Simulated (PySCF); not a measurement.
# CeCl: from constants to spectrum

UHF-SCS-MP2 constants of CeCl, quartet, about 1.1 electrons in the 4f shell (Mulliken), real f orbitals that mix terms (basis Ce x2c-SVPall, Cl x2c-SVPall; spin-free X2C with a Gaussian nucleus; PySCF 2.14; masses 139.9054 and 34.9689 u):

```
ωe   : 344.2 cm⁻¹
ωexe : 0.81 cm⁻¹
Be   : 0.095097 cm⁻¹
αe   : 0.000317 cm⁻¹
```

Task: What force constant and bond length do these constants imply?

Result: Reduced mass μred = 27.976 u; k = 5.8918×10⁻⁷·μred·ωe² (u, cm⁻¹, mdyn/Å) = 1.95 mdyn/Å; Re = √(16.8576/(μred·Be)) (u, cm⁻¹, Å) = 2.517 Å.

Task: Estimate the centrifugal constant D from the Kratzer relation and find the Dunham coefficient a1.

Result: D = 4Be³/ωe² = 2.9e-08 cm⁻¹; a1 = −1 − αeωe/(6Be²) = -3.01.

Correlated steps freeze 23 core orbitals. Spin–orbit coupling is left out, which matters for elements this heavy, above all for dissociation energies. The state is the lowest single determinant that the PBE0 search found; with open d or f shells the true ground state can be another one.
